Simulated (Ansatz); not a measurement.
Cost and result for the atomization energy of CH4BClSi (8 atoms, 7 bonds).

```xyz
8

Cl    0.073    2.837    0.607
C     0.133    1.132    0.467
B    -0.355    0.373   -0.690
Si    0.007   -1.417   -0.213
H     0.583    0.707    1.360
H    -0.852    0.800   -1.682
H     0.644   -1.738    1.092
H    -0.233   -2.694   -0.941
```

Charge 0, multiplicity 1. The bonds changed during the relaxation, so this is another structure than the one it started from. All single points use the PBE0-D4/def2-TZVP geometry. Program: Ansatz. All runs use 2 threads of an AMD EPYC 9B14 on a shared host. Times are those of one run each, without the atoms' runs, and a repeat can differ threefold. Electronic energies, without spin–orbit coupling; frozen cores. CCSD(T)/CBS adds CCSD(T) − MP2 in def2-TZVPP to the MP2 limit, and its time is that of the two runs behind it. T1 = 0.016; the RHF reference is unstable towards UHF. B3LYP takes the VWN-RPA correlation (the form of Gaussian; ORCA's B3LYP/G).

CCSD(T)/CBS is a level of theory with its own doubt, some kJ/mol a heavy atom from the limit and from the frozen cores, so smaller differences don't rank the functionals.

```csv
level,functions,wall time,atomization (kcal/mol),difference from CCSD(T)/CBS,per bond
revPBE-D4/def2-TZVPP,202,1.7 s,620.5,7.4,1.1
BLYP-D4/def2-TZVPP,202,1.8 s,619.3,6.2,0.9
PBE-D4/def2-TZVPP (with forces),202,2 s,634.7,21.6,3.1
CCSD(T)/def2-SVP,84,2.2 s,578.6,-34.5,-4.9
PBE0-D4/def2-TZVPP,202,2.4 s,621.5,8.4,1.2
r2SCAN-D4/def2-TZVPP (with forces),202,3.5 s,624.8,11.7,1.7
B3LYP-D4/def2-TZVPP (with forces),202,3.6 s,618.4,5.3,0.8
r2SCANh-D4/def2-TZVPP,202,3.8 s,619.9,6.8,1.0
ωB97X-V/def2-TZVPP,202,6 s,614.5,1.4,0.2
ωB97M-V/def2-TZVPP (with forces),202,8 s,616.9,3.8,0.5
MP2/def2-QZVPP,374,15 s,617.8,4.7,0.7
CCSD(T)/def2-TZVPP,202,38 s,597.4,-15.7,-2.2
CCSD(T)/CBS(def2),–,52 s,613.1,0.0,0.0
```

At CCSD(T), def2-SVP lies −34.5 kcal/mol from the extrapolated value and def2-TZVPP −15.7 kcal/mol: correlation converges slowly with the basis, and small sets miss more of it in the bonded molecule than in its fragments. Leaving LDA and LC-ωPBE aside and taking each functional with its dispersion term where it has one, the values, not all of them listed here, spread over 35.9 kcal/mol, from BHLYP-D4 to PBE-D4. LDA lies +80.9 kcal/mol from PBE without D4, its usual overbinding. From BLYP to BHLYP (50 % exact exchange), in def2-TZVPP and without D4, the atomization energy moves by −16.6 kcal/mol: exact exchange takes away binding that semilocal exchange gives to molecules.
